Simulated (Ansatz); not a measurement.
Species: H$_{2}$Se, charge 1, multiplicity 2. 
Geometry from a B3LYP-D3(BJ)/def2-TZVP (Ansatz, a program for electronic structure) optimisation:
```xyz
3

Se     0.0000     0.0576     0.0017
H     -1.0670    -0.9799    -0.0261
H      1.0674    -0.9793    -0.0317
```
Charge +1, spin multiplicity 2.

Basis-set convergence of Hartree-Fock and CCSD correlation energies (hartree) with Ansatz. Cores are frozen in the correlated levels unless marked. UHF or UKS for open shells. Spin-orbit coupling is left out. The frozen core is the preceding noble-gas configuration, with the filled d and f shells of earlier blocks. Non-relativistic.

| basis | functions | E(HF) | E(corr, CCSD) |
|---|---|---|---|
| cc-pVDZ | 37 | -2400.64947 | -0.12653 |
| cc-pVTZ | 71 | -2400.72708 | -0.15774 |
| cc-pVQZ | 128 | -2400.73068 | -0.16725 |
| cc-pV5Z | 214 | -2400.73115 | -0.17034 |

Extrapolating the two largest sets (X = 4 and 5) as X^-3: E(corr) = (125·(-0.17034) - 64·(-0.16725))/61 = -0.1736 Eh, an estimate of the basis-set limit. The largest set recovers 98.1 % of it, the smallest 72.9 %.
